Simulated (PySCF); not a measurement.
C2H9ClOSi2, SMILES [SiH2]([Si@H](OC)Cl)C. The structure is a stationary point at PBE-D3(BJ)/def2-SVP. The structure was generated by enumeration; whether it is a known compound was not checked. One conformer was computed; it need not be the lowest.

Computed equilibrium geometry at PBE-D3(BJ)/def2-SVP (PySCF confirms it by a frequency run) as a Z-matrix (one conformer of several):
```
Si
O 1 1.6728
C 2 1.4195 1 123.42
H 3 1.1086 2 108.42 1 -175.72
H 3 1.1126 4 108.47 2 121.13
H 3 1.1144 4 108.30 5 117.20
H 1 1.5091 2 109.86 3 52.15
Cl 1 2.1085 7 105.05 2 118.33
Si 1 2.3433 7 116.68 2 -124.21
H 9 1.5058 1 106.96 7 172.70
H 9 1.5072 10 108.51 1 118.86
C 9 1.8933 10 111.01 11 122.81
H 12 1.1082 9 111.04 10 -56.58
H 12 1.1083 13 108.67 9 -120.67
H 12 1.1084 13 108.29 14 -117.29
```
Charge 0, spin multiplicity 1.
